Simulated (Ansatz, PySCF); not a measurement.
Spin states of O2Ru (SMILES [O]=[Ru]=[O]), each relaxed with B3LYP-D3(BJ)/def2-TZVP.
State 1 (charge 0, multiplicity 1):
```xyz
3

Ru     0.1461    -0.0442     0.1559
O      1.1599     0.2401    -1.1432
O     -1.3393    -0.1486     0.9169
```
State 2 (charge 0, multiplicity 3):
```xyz
3

Ru     0.2383    -0.0794     0.2611
O      1.0692     0.2508    -1.1591
O     -1.3408    -0.1241     0.8276
```

Singlets are restricted, other states unrestricted; no spin–orbit coupling, no relativity up to Kr; see below for the cores. The largest T1 diagnostic is 0.032.

Correlated levels freeze the inner cores; with def2 sets outer-core shells near the valence are correlated too.

Codes used: Ansatz (an electronic-structure program) with Gaussian orbitals; PySCF for the dispersion terms.  In def2 rows elements past Kr take small-core potentials, without spin–orbit coupling.

```
level                        energy of the multiplicity-3 state less that of the multiplicity-1 state (kcal/mol)
---------------------------  -----------------------------------------------------------------------------------
PBE-D3(BJ)/def2-TZVPP                                                                                       5.23
PBE-D4/def2-TZVPP                                                                                           5.23
B97M-V/def2-TZVPP                                                                                           0.14
B3LYP-D3(BJ)/def2-TZVPP                                                                                     7.41
B3LYP-D4/def2-TZVPP                                                                                         7.41
PBE0/def2-TZVPP                                                                                             6.39
BHLYP-D4/def2-TZVPP                                                                                         7.69
CAM-B3LYP-D3(BJ)/def2-TZVPP                                                                                 8.79
B2PLYP-D3(BJ)/def2-TZVPP                                                                              (withheld)
```

What belongs in the gaps?


- B2PLYP-D3(BJ)/def2-TZVPP, energy of the multiplicity-3 state less that of the multiplicity-1 state (kcal/mol): 17.81

Doubts at one or more of the structures used: a spin-contaminated determinant (BHLYP-D4/def2-TZVPP, B2PLYP-D3(BJ)/def2-TZVPP); a restricted determinant that unrestricted orbitals would lower (B2PLYP-D3(BJ)/def2-TZVPP).
